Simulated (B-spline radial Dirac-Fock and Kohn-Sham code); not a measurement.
## Photoemission from Co at Cr Kα (5414.7 eV), detector at θ = 54.7°, φ = 0°

System: the free cobalt atom, configuration 1s2 2s2 2p6 3s2 3p6 3d7 4s2. Method: Dirac-Hartree-Slater photoionisation with a Latter tail; cross sections with all multipoles, angular parameters from the dipole term and its interference with E2. Computed with a radial finite-basis atomic code. Thresholds are tabulated edges, those marked * orbital energies of the model. For linearly polarised light dσ/dΩ = σ/(4π) [1 + β P₂(cos θ) + (δ + γ cos²θ) sin θ cos φ], with θ from the polarisation vector and φ the angle between the beam and the projection of the electron momentum on the plane normal to the polarisation. The dipole factor is 1 + βP₂ and the non-dipole term is the rest of the bracket. Open shells are filled statistically over j.

Input file task.json (cfg lists n, l and occupation; rrms is the nuclear radius in fm):

```json
{"items": [{
  "Z": 27,
  "q": 0,
  "cfg": [[1, 0, 2], [2, 0, 2], [2, 1, 6], [3, 0, 2], [3, 1, 6], [3, 2, 7], [4, 0, 2]],
  "A": 59,
  "rrms": 3.7875,
  "do": "xps",
  "hv": [113.0, 133.0, 181.0, 223.0, 235.0, 260.0, 300, 600, 663.0, 722.0, 773.0, 859.0, 907.0, 1210.0, 1486.9, 2000, 3580.0, 4290.0, 4570.0, 5170.0, 5414.7, 5640.0, 5810.0, 7170.0, 7210.0, 8047.8, 8080.0, 9251.7, 12000, 13500.0],
  "edges": {"K": 7709.0, "L1": 925.1, "L2": 793.2, "L3": 778.1, "M1": 101.0}
}]}
```

Launch: `python xray2_run.py task.json out`

| subshell | threshold (eV) | σ (kb) | β | γ | δ | dipole factor | non-dipole term | dσ/dΩ (kb/sr) |
| --- | --- | --- | --- | --- | --- | --- | --- | --- |
| 2s | 925.1 | 5.01 | 2.00 | 0.70 | 0.000 | 1.002 | +0.191 | 0.475 |
| 2p1/2 | 793.2 | 1.88 | 1.07 | 1.12 | 0.108 | 1.001 | +0.393 | 0.208 |
| 2p3/2 | 778.1 | 3.51 | 1.08 | 1.13 | 0.108 | 1.001 | +0.396 | 0.390 |
| 3s | 101.0 | 0.726 | 2.00 | 0.81 | 0.000 | 1.002 | +0.220 | 0.0706 |
| 3p1/2 | 73.34* | 0.234 | 1.01 | 1.11 | 0.108 | 1.001 | +0.390 | 0.0259 |
| 3p3/2 | 71.39* | 0.437 | 1.01 | 1.12 | 0.108 | 1.001 | +0.392 | 0.0485 |
| 3d3/2 | 13.10* | 0.00939 | 0.46 | 0.93 | 0.329 | 1.000 | +0.522 | 0.00114 |
| 3d5/2 | 12.88* | 0.0135 | 0.46 | 0.93 | 0.332 | 1.000 | +0.524 | 0.00164 |
| 4s | 7.50* | 0.0437 | 2.00 | 0.82 | 0.000 | 1.002 | +0.223 | 0.00426 |
